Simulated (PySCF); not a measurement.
```xyz
13

C     -0.3964     1.5162     0.0567
B      0.0063     0.0033    -0.0230
C      1.5142    -0.4172    -0.0820
C     -1.1100    -1.0959    -0.0035
H     -1.2994     1.7371    -0.5176
H      0.3871     2.2197    -0.2255
H     -0.6619     1.7268     1.1007
H      1.6857    -1.4422    -0.4128
H      1.8984    -0.3516     0.9447
H      2.1322     0.2617    -0.6723
H     -2.0718    -0.7631     0.3885
H     -1.2790    -1.3826    -1.0502
H     -0.8083    -2.0126     0.5070
```

Charge 0, multiplicity 1.

Give the Mulliken and meta-Löwdin atomic charges from TPSSh-D3(BJ)/def2-TZVP // CAM-B3LYP-D3(BJ)/def2-TZVP (PySCF).


```json
[
 {"atom": "C1", "Mulliken (e)": "-0.42", "meta-Löwdin (e)": "-0.45"},
 {"atom": "B2", "Mulliken (e)": "0.13", "meta-Löwdin (e)": "0.28"},
 {"atom": "C3", "Mulliken (e)": "-0.42", "meta-Löwdin (e)": "-0.45"},
 {"atom": "C4", "Mulliken (e)": "-0.42", "meta-Löwdin (e)": "-0.45"},
 {"atom": "H5", "Mulliken (e)": "0.13", "meta-Löwdin (e)": "0.12"},
 {"atom": "H6", "Mulliken (e)": "0.12", "meta-Löwdin (e)": "0.11"},
 {"atom": "H7", "Mulliken (e)": "0.13", "meta-Löwdin (e)": "0.13"},
 {"atom": "H8", "Mulliken (e)": "0.12", "meta-Löwdin (e)": "0.11"},
 {"atom": "H9", "Mulliken (e)": "0.13", "meta-Löwdin (e)": "0.13"},
 {"atom": "H10", "Mulliken (e)": "0.12", "meta-Löwdin (e)": "0.11"},
 {"atom": "H11", "Mulliken (e)": "0.12", "meta-Löwdin (e)": "0.11"},
 {"atom": "H12", "Mulliken (e)": "0.13", "meta-Löwdin (e)": "0.13"},
 {"atom": "H13", "Mulliken (e)": "0.13", "meta-Löwdin (e)": "0.11"}
]
```
